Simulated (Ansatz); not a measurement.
Cost and result for the atomization energy of CH$_{4}$BF$_{2}$Ga (9 atoms, 8 bonds).

Z-matrix (Å, degrees):
```
B
Ga 1 2.141
C 1 1.462 2 88.3
H 1 1.189 2 109.0 3 122.7
H 1 1.220 2 78.7 3 -115.7
H 2 1.564 1 123.0 3 39.2
H 2 1.564 1 110.9 3 -150.7
F 3 1.314 1 125.3 2 104.1
F 3 1.315 1 126.9 2 -75.6
```

Charge 0, multiplicity 1. Correlated methods include outer-core shells of Ga, which these sets cover unevenly. Scalar relativity is left out up to krypton. The bonds changed during the relaxation, so this is another structure than the one it started from. Geometry: relaxed with PBE0-D4/def2-TZVP. Program: Ansatz. All runs use 4 threads of an AMD EPYC 7B13 on a shared host. Times are those of one run each, without the atoms' runs, and a repeat can differ threefold. Electronic energies, without spin–orbit coupling; frozen cores. CCSD(T)/CBS adds CCSD(T) − MP2 in def2-TZVPP to the MP2 limit, and its time is that of the two runs behind it. T1 = 0.014. With those shells the extrapolation isn't a true limit. B3LYP takes the VWN-RPA correlation (the form of Gaussian; ORCA's B3LYP/G). HSE06 is the plane-wave form, built on full-range PBE exchange.

CCSD(T)/CBS is a level of theory with its own doubt, some kJ/mol a heavy atom from the limit and from the frozen cores, so smaller differences don't rank the functionals.

| level | functions | wall time |
| --- | --- | --- |
| LDA (SPW92)/def2-TZVPP | 228 | 1.3 s |
| revPBE-D4/def2-TZVPP | 228 | 1.9 s |
| PBE0-D4/def2-TZVPP | 228 | 2.6 s |
| HSE06-D4/def2-TZVPP | 228 | 3 s |
| CAM-B3LYP-D4/def2-TZVPP | 228 | 3.1 s |
| B3LYP-D4/def2-TZVPP (with forces) | 228 | 3.9 s |
| r2SCANh-D4/def2-TZVPP | 228 | 4.2 s |
| PBE-QIDH/def2-TZVPP | 228 | 4.4 s |
| B97M-V/def2-TZVPP | 228 | 6 s |
| CCSD(T)/def2-SVP | 108 | 6.5 s |
| MP2/def2-QZVPP | 437 | 16 s |
| CCSD(T)/def2-TZVPP | 228 | 2.1 min |
| CCSD(T)/CBS(def2) | – | 2.4 min |

(1) What atomization energy does each give, and how far from CCSD(T)/CBS? (Best estimate.)

## Answers

(1) Ansatz gave: 
```csv
level,atomization (kJ/mol),difference from CCSD(T)/CBS,per bond
LDA (SPW92)/def2-TZVPP,3441.9,548.7,68.6
revPBE-D4/def2-TZVPP,2909.4,16.2,2.0
PBE0-D4/def2-TZVPP,2920.7,27.5,3.4
HSE06-D4/def2-TZVPP,2923.5,30.3,3.8
CAM-B3LYP-D4/def2-TZVPP,2919.5,26.3,3.3
B3LYP-D4/def2-TZVPP (with forces),2894.4,1.2,0.2
r2SCANh-D4/def2-TZVPP,2921.4,28.2,3.5
PBE-QIDH/def2-TZVPP,2892.6,-0.6,-0.1
B97M-V/def2-TZVPP,2939.4,46.2,5.8
CCSD(T)/def2-SVP,2754.3,-138.9,-17.4
MP2/def2-QZVPP,2942.7,49.5,6.2
CCSD(T)/def2-TZVPP,2833.2,-60.0,-7.5
CCSD(T)/CBS(def2),2893.2,0.0,0.0
```

Leaving LDA and LC-ωPBE aside and taking each functional with its dispersion term where it has one, the values, not all of them listed here, spread over 221.5 kJ/mol, from BHLYP-D4 to PBE-D4. LDA lies +456.7 kJ/mol from PBE without D4, its usual overbinding. At CCSD(T), def2-SVP lies −138.9 kJ/mol from the extrapolated value and def2-TZVPP −60.0 kJ/mol: correlation converges slowly with the basis, and small sets miss more of it in the bonded molecule than in its fragments. In def2-TZVPP, CCSD(T) changes the Hartree–Fock value by +781.7 kJ/mol (the triples alone add +56.8 kJ/mol) and MP2 by +855.5 kJ/mol; breaking electron pairs costs correlation energy, which Hartree–Fock lacks.
